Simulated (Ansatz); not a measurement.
Species: Cl$_{3}$Ga, SMILES `[Cl][Ga]([Cl])[Cl]` (charge 0, multiplicity 1).

### Question
Give a relaxed geometry from r2SCAN-D4/def2-TZVP run with Ansatz (a first-principles code).

### Answer
the end point of this relaxation (outside a Z-matrix the atoms follow the SMILES, hydrogens last).
Bonds (Å): Cl1–Ga2 2.111, Ga2–Cl3 2.111, Ga2–Cl4 2.111. Bond angles (°): Cl1–Ga2–Cl3 120.0, Cl1–Ga2–Cl4 120.0, Cl3–Ga2–Cl4 120.0.
